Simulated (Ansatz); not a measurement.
Basis-set extrapolation for C2H6O2Si, SMILES `OC1CO[SiH2]1` (PBE0-D4/def2-TZVP geometry, frozen core, the Gaussian-basis code of Ansatz). Multiplicity 1, RHF reference.

|  | def2-TZVPP | def2-QZVPP |
| --- | --- | --- |
| HF | -517.985752 | -518.005810 |
| MP2 correlation | -0.927587 | -0.996925 |
| CCSD(T) correlation | -0.999437 | not run |

Energies in hartree. Use E(X) = E(∞) + A·exp(−7.88·√X) for Hartree–Fock and E(X) = E(∞) + B·X^(−2.97) for correlation, with X = 3 and 4, and add CCSD(T) minus MP2 of the smaller set to the MP2 limit.

Question: What is the CCSD(T) energy at the basis-set limit?

Answer: HF limit: -518.005810 + (-0.020058) × 0.13774 = -518.00857. MP2 limit: -0.996925 + (-0.069338) × 0.74074 = -1.04829. Higher-order term: -0.999437 − (-0.927587) = -0.07185. Total: -519.12871 hartree, 90.1 kcal/mol below CCSD(T)/def2-TZVPP.
